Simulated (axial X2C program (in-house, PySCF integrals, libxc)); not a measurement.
**Ω levels of NPmO⁻ from open-shell CI on f(δφ)2 s1 f(π)0**

Computed with an in-house all-electron X2C program for linear molecules (integrals from PySCF): two-component X2C with atomic mean-field Coulomb and Gaunt terms, basis N dyall-v2z, Pm dyall-v2z, O dyall-v2z (cores contracted in-house). Orbitals come from Hartree–Fock averaged over the configuration Pm f(δφ)2 s1 f(π)0; CI then distributes these electrons over the f(δφ), s, f(π) shells of Pm.

N–Pm–O held linear, bonds 1.698 and 1.720 Å (the second held) (near the minimum of the configuration average).

Active spinors (ω > 0):

```csv
shell,ω,ε (eV),character
f(δφ),3/2,7.45,100% Pm f
f(δφ),5/2,7.55,100% Pm f
f(δφ),5/2,8.19,100% Pm f
f(δφ),7/2,8.25,100% Pm f
s,1/2,2.43,"84% Pm s, 11% Pm d"
f(π),1/2,14.14,"54% Pm f, 18% Pm d, 9% Pm s"
f(π),3/2,14.22,"90% Pm f, 4% N p"
```

Lowest levels of this model:

```tsv
Ω	energy (cm⁻¹)	g∥	configuration
7/2	0	4.11	100% f(δφ)2 s1
9/2	177	8.12	100% f(δφ)2 s1
11/2	3390	12.04	100% f(δφ)2 s1
9/2	3412	8.04	100% f(δφ)2 s1
1/2	5240	2.01	100% f(δφ)2 s1
13/2	6084	15.98	100% f(δφ)2 s1
11/2	6293	11.98	100% f(δφ)2 s1
3/2	7184	5.48	100% f(δφ)2 s1
1/2	7340	1.46	100% f(δφ)2 s1
1/2	13342	2.01	99% f(δφ)2 s1
3/2	13635	4.35	100% f(δφ)2 s1
1/2	13713	0.50	100% f(δφ)2 s1
5/2	13887	7.92	100% f(δφ)2 s1
3/2	14102	3.94	100% f(δφ)2 s1
1/2	15803	1.88	99% f(δφ)2 s1
1/2	17533	2.00	100% f(δφ)2 s1
3/2	21078	4.08	100% f(δφ)2 s1
9/2	24945	10.05	99% f(δφ)2 s1
7/2	24955	6.05	99% f(δφ)2 s1
13/2	27290	14.03	100% f(δφ)2 s1
11/2	27295	10.02	100% f(δφ)2 s1
```

g∥ is the magnitude of 2⟨Lz + ge Sz⟩ for the +Ω component.

Problem. From Ω and g∥ of the lowest level, whose 2⟨Lz + ge Sz⟩ is positive, find ⟨Sz⟩ and ⟨Lz⟩ (ge = 2.0023).

Solution. Ω = ⟨Lz⟩ + ⟨Sz⟩ = 7/2 and ⟨Lz⟩ + ge⟨Sz⟩ = 2.055, so ⟨Sz⟩ = -1.44 and ⟨Lz⟩ = 4.94.

Occupations of the active spinors in the lowest level by ω, shell by shell in order of energy: -7/2: 0.00; -5/2: 0.00 0.00; -3/2: 0.00 0.00; -1/2: 1.00 0.00; 1/2: 0.00 0.00; 3/2: 1.00 0.00; 5/2: 0.56 0.44; 7/2: 0.00. The leading determinant has weight 0.56 among 26.

This point took 2.4 s on 1 thread of Arm Neoverse N1 (shared host).

There is no dynamic correlation: spin–orbit spacings and, for f shells, spacings inside one term are the most reliable numbers, splittings between terms come out too wide, and energies between configurations are not reliable, so the lowest level need not be the ground state of the molecule. At most 6 roots were kept for each Ω > 0 (twice that for Ω = 0) within 3.5 eV of the lowest, so higher up levels can be missing between those listed; levels with Ω > 0 are doubly degenerate and listed once, Ω = 0 levels singly. Some active spinors are only partly of the character that their shell is named for, so the shell names and counts are nominal. States that fill the shells left empty in the average are placed too high. For an anion, levels above electron detachment are held by the basis set. The molecule was held linear; bending was not examined.
